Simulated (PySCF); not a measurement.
Si(H)2(I)(OH) (H3IOSi), SMILES [SiH2](I)O.

Geometry: B3LYP-D3(BJ)/def2-SVP. The def2 effective core potentials stand for the cores of I; spin–orbit coupling is left out. Other conformers were not sampled.

These are B3LYP-D3(BJ)/def2-SVP (PySCF 2.14.0) values and carry that method's errors.

Frequencies are harmonic and unscaled.

**Question.** List the normal modes with their intensities. (An estimate is asked for; the answer gives what the named calculation found.)

**Answer.** 
```tsv
mode	ν (cm⁻¹)	IR (km/mol)	moving atoms (share of kinetic energy)
1	169	18.9	O 43 %, H 33 %, Si 13 %, I 11 %
2	275	88.5	H 61 %, O 25 %
3	359	85.6	Si 69 %, I 14 %, H 12 %
4	563	23.2	H 86 %, Si 12 %
5	712	51.2	H 96 %
6	820	152.8	H 60 %, O 32 %
7	885	466.0	H 86 %, Si 11 %
8	911	8.5	H 49 %, O 34 %, Si 17 %
9	962	108.3	H 79 %, Si 16 %
10	2236	107.2	H 97 %
11	2289	86.8	H 96 %
12	3866	112.3	H 94 %
```
